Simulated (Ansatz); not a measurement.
B₅N₄⁺: single points at one geometry.

```yaml
crystal:
  periodic: [false, false, false]
  atoms:
    - {symbol: B, position_ang: [0.006384, -0.002393, -0.005537]}
    - {symbol: B, position_ang: [-3.365994, 0.277080, -3.984752]}
    - {symbol: B, position_ang: [3.350634, -0.272369, 3.998019]}
    - {symbol: B, position_ang: [1.678867, -0.139571, 1.992533]}
    - {symbol: B, position_ang: [-1.675344, 0.138685, -1.995561]}
    - {symbol: N, position_ang: [-0.838887, 0.068605, -1.009308]}
    - {symbol: N, position_ang: [0.850524, -0.073047, 0.999204]}
    - {symbol: N, position_ang: [2.535038, -0.207731, 3.020206]}
    - {symbol: N, position_ang: [-2.541211, 0.210742, -3.014804]}
basis:
  gaussian: {orbitals: def2-TZVP, initial_orbitals: start.molden}
total_charge: 1
hamiltonian: {xc: r2scan, dispersion: d4}
scf: {omitted_lower_state_checks: [starts]}
output: {orbitals: {seedname: orbitals}}
```

The file start.molden holds the orbitals of an earlier run on this structure, at another level or in another basis.

```sh
$ ansatz run in.yaml --threads 4 --pin off --events-out ev --progress --plain --max-ram 4787MiB
```

It prints (some lines left out):

```
Functional definition: r2SCAN
1465 factors; their error is unknown
mean field evaluation 1: about -9330.9020 eV, gradient 5.8e0 eV
mean field evaluation 2: about -9330.9503 eV, gradient 5.7e-2 eV
mean field evaluation 4: about -9330.9555 eV, gradient 1.0e-4 eV
mean field -9330.95551000 eV, -342.9062902437 hartree, gradient 1.2e-5 eV, S^2 0.000000; 0 other end points of the search recorded, 0 dependent functions left out
reference -9330.95553224 eV, -342.9062910610 hartree; 26, 26 occupied and 253, 253 virtual orbitals, 1465 factors
Total energy: -9331.01703925 eV, -342.9085514021 hartree
Checks for a lower state left out: starts
```

Hardware: 4 threads of Intel Xeon 6975P-C on a shared host. Wall time 2.2 s.

As the first input, with `hamiltonian: {xc: {name: BHLYP}, dispersion: d4}` (abridged; 2 s):

```
Functional definition: BHLYP
mean field -9330.22578387 eV, -342.8794733031 hartree, gradient 2.5e-5 eV, S^2 0.000000
Total energy: -9330.51631366 eV, -342.8901500760 hartree
Checks for a lower state left out: starts
```

The first input with `hamiltonian: {xc: pbe0, dispersion: d4}` (abridged; 2.4 s):

```
Functional definition: PBE0
mean field -9323.85476252 eV, -342.6453425868 hartree, gradient 1.5e-5 eV, S^2 0.000000
Total energy: -9324.05722995 eV, -342.6527831279 hartree
Checks for a lower state left out: starts
```

Geometry: r2SCAN-D4/def2-SVP.

The restricted singlet is unstable towards broken spin symmetry in Hartree–Fock (as tested in another run); at r2SCAN-D4/def2-TZVP, BHLYP-D4/def2-TZVP, PBE0-D4/def2-TZVP this wasn't settled. Another isomer (singlet) lies 4.64 eV lower at PBE0-D4/def2-TZVP; other spin states weren't run for this one.
